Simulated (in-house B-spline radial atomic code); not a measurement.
Sb⁵⁺. Computed with a B-spline radial atomic code. Model: all-electron spherical atom, spin shells full or empty, radial basis limit, no spin-orbit coupling: exact exchange with a local potential (Slater, KLI or optimised effective potential, whose far tail is KLI's), no correlation.

Exchange potential has not reached -1/r at the last radius.

The run also made RPA and GW results, which its time includes.

The Slater potential averages the orbital exchange potentials with the orbital densities as weights, KLI adds orbital constants, and the optimised effective potential minimises the exact-exchange energy among local potentials. So their energies lie above Hartree-Fock in the order OEP, KLI, Slater. All fall off as −1/r, unlike LDA and GGA exchange.

Command:
```bash
python run_gw.py task.json out
```
Settings (lengths in bohr, energies in hartree):
```
Z                      51
electrons              46
configuration          [Kr] 4d10
hamiltonian            nr
method                 slater
lmax                   9
spin_polarised         False
box_radius             10.43
intervals              73
```

Cost of the run: 6.9 s on 1 thread of Arm Neoverse N1, on a shared host.

Given: hamiltonian non-relativistic; mean-field start Slater potential.

Computed: energy above Hartree-Fock 362.16 millihartree; virial ratio -E/T less 1 -0.010439.

```tsv
radius (bohr)	r times exchange potential (hartree bohr)
0.00098	-0.051937
0.00122	-0.064597
0.00151	-0.079853
0.00188	-0.099218
0.00233	-0.12261
0.00289	-0.15142
0.00359	-0.18687
0.00445	-0.22947
0.00553	-0.28126
0.00686	-0.34215
0.00851	?
0.0106	-0.49455
0.0131	-0.5804
0.0163	-0.67216
0.0202	-0.75857
0.0251	-0.83235
0.0311	-0.87995
0.0387	-0.8996
0.048	-0.92186
0.0596	-1.0021
0.0739	-1.1433
0.0918	-1.298
0.114	?
0.141	-1.4279
0.175	-1.4183
0.218	-1.5385
0.27	-1.74
0.336	-1.865
0.417	-1.8008
0.517	-1.5579
0.642	-1.5811
0.797	-1.789
0.989	-1.8688
1.23	-1.766
1.52	-1.5648
1.89	-1.3541
2.35	-1.1976
```

**Question.** What belongs in the row 0.00851?

**Answer.** r times exchange potential (hartree bohr): -0.4129.

**Question.** What belongs in the row 0.114?

**Answer.** r times exchange potential (hartree bohr): -1.4061.

```json
{"occupied": "1s", "level (hartree)": "-1082.8", "Hartree-Fock level (hartree)": "-1087.7"}
{"occupied": "2s", "level (hartree)": "-164.43", "Hartree-Fock level (hartree)": "-166.84"}
{"occupied": "2p", "level (hartree)": "-154.72", "Hartree-Fock level (hartree)": "-156.09"}
{"occupied": "3s", "level (hartree)": "?", "Hartree-Fock level (hartree)": "?"}
{"occupied": "3p", "level (hartree)": "-30.563", "Hartree-Fock level (hartree)": "-31.178"}
{"occupied": "3d", "level (hartree)": "-22.807", "Hartree-Fock level (hartree)": "-22.874"}
{"occupied": "4s", "level (hartree)": "-7.7374", "Hartree-Fock level (hartree)": "-8.0997"}
{"occupied": "4p", "level (hartree)": "?", "Hartree-Fock level (hartree)": "?"}
{"occupied": "4d", "level (hartree)": "-3.9041", "Hartree-Fock level (hartree)": "-3.7227"}
```

**Question.** What belongs in the row 3s?

**Answer.** level (hartree): -34.699; Hartree-Fock level (hartree): -35.704.

**Question.** What belongs in the row 4p?

**Answer.** level (hartree): -6.3182; Hartree-Fock level (hartree): -6.4885.

| empty | level (hartree) |
| --- | --- |
| 5s | -2.5769 |
| 5p | -2.178 |
| 5d | -1.5575 |
| 4f | ? |
| 6s | -1.3183 |

**Question.** What belongs in the row 4f?

**Answer.** level (hartree): -1.5008.

The highest level, 4d, differs from Hartree-Fock by -4.9 eV and the deepest, 1s, by +133 eV: the Slater potential lacks the response part and is deeper than the optimised one throughout, so the top level comes too deep.
